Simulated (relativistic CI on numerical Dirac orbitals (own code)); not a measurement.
Hf56+: q coefficients and field-shift factors

Calculated at this level of theory: Dirac-Coulomb-Breit CI, orbitals from a KLI potential per configuration, derivatives by finite differences, unscaled Slater integrals, QED left out (own radial code, finite nucleus).

Configuration list (outside the closed core [Ne]): 3s2 3p4, 3s 3p5, 3s2 3p3 3d, 3p6, 3s 3p4 3d, 3p5 3d, 3p4 3d2, 3p3 3d3. Double excitations out of closed p, d and f shells are left out; levels of such configurations are missing from the list, as are those of other unlisted configurations, and high levels can miss mixing partners.

With x = (α/α₀)² − 1 an excitation energy changes as ω = ω₀ + qx; K = 2q/ω₀ is the relative enhancement. Terms are leading LS components, so labels can repeat. The field-shift factor is F = δν/δ⟨r²⟩ for the transition from the lowest level.

Lowest level 3s2 3p4 3P_2.

```csv
Level,ω₀ (cm⁻¹),q (cm⁻¹),K,F (GHz/fm²)
3s2 3p4 1S_0,171231,9924,0.116,0.0908
3s2 3p3 3d 3D°_2,1836299,101400,0.11,23.3
3s2 3p3 3d 3D°_1,1904828,118300,0.124,0.297
3s2 3p3 3d 3F°_3,1906705,107700,0.113,28.4
3s2 3p3 3d 3P°_0,1907095,110700,0.116,27.4
3s2 3p3 3d 3F°_4,2435069,677200,0.556,40.3
3s2 3p4 3P_1,2452568,3.001e+06,2.45,-368
3s2 3p3 3d 3D°_2,2492601,725600,0.582,-43.5
3s2 3p4 1D_2,2530602,2.995e+06,2.37,-369
3s2 3p3 3d 3D°_3,2649997,701100,0.529,36
3s2 3p3 3d 3D°_1,2733539,717100,0.525,20.6
3s 3p5 3P°_2,3919574,3.263e+06,1.67,-5280
3s 3p5 1P°_1,4069898,3.225e+06,1.59,-3750
```

At this charge energies of transitions that change n are usually good to better than 1 %, and those within a shell (Δn = 0) to a few per cent.
